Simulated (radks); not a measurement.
Ionisation of the germanium ion Ge+, [Ar] 3d10 4s2 4p1, to [Ar] 3d10 4s2 as the strength of local exchange is varied. All-electron calculation, scalar-relativistic Kohn-Sham, Slater X-alpha exchange (alpha = 2/3 is LDA exchange), no correlation, spin-polarised, spherical densities, finite nucleus; open shells are filled with parallel spins first; Fermi nuclear charge, rms radius 4.0742 fm. Program: a radial shooting solver on a logarithmic mesh with Libxc functionals.

alpha,E(Ge+) (hartree),exchange (hartree),IE (eV),-e of the level emptied (eV),<r> of it (bohr)
0.667,-2092.84034,-73.47288,14.871,10.890 (4p),2.575
0.674,-2093.61227,-74.27136,14.939,10.956 (4p),2.570
0.864,-2114.67328,-96.15993,16.845,12.824 (4p),2.436
0.981,-2127.74651,-109.84498,18.074,14.041 (4p),2.363
1.025,-2132.68343,-115.03206,18.547,14.512 (4p),2.336

NIST Atomic Spectra Database: 15.935 eV (measured). The Delta-SCF value meets it near alpha = 0.77. Open shells are spherical and high-spin; term and fine-structure splittings are not resolved.
